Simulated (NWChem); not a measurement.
# Extrapolating the UMP2 correlation energy of H2BO2

SMILES: O[B]O
```xyz
5

O     -1.2159     0.0000    -0.0411
B      0.0000     0.0000     0.5379
O      1.2159     0.0000    -0.0411
H     -1.2184     0.0000    -1.0157
H      1.2184     0.0000    -1.0157
```
Charge 0, spin multiplicity 2.

Everything below was run with NWChem. Structure: optimised with UB3LYP/def2-SVP, a minimum by its harmonic frequencies. It is one conformer; others weren't searched.

The correlated methods keep 3 core orbitals frozen. The structure started from a generated list of species. The unpaired electrons of the parent sit in orbitals of symmetry a1 (C2v labels of the run); other states weren't searched. No SCF solution was tested for a lower state. Open-shell Hartree-Fock references start from PBE0 orbitals; any time given for them includes that run.

Worked example. The UMP2 correlation energy is -436.70 mHa in cc-pVDZ and -556.08 mHa in cc-pVTZ. The form E(X) = E∞ + A/X³ turns the pair into an estimate of the basis-set limit.

E∞ = (3³·(-556.08) − 2³·(-436.70))/(3³ − 2³) = -606.3 mHa. The larger basis holds 92 % of that, at about 4 times the processor time of the smaller one. This is a two-point estimate, and a rough one from so small a pair.
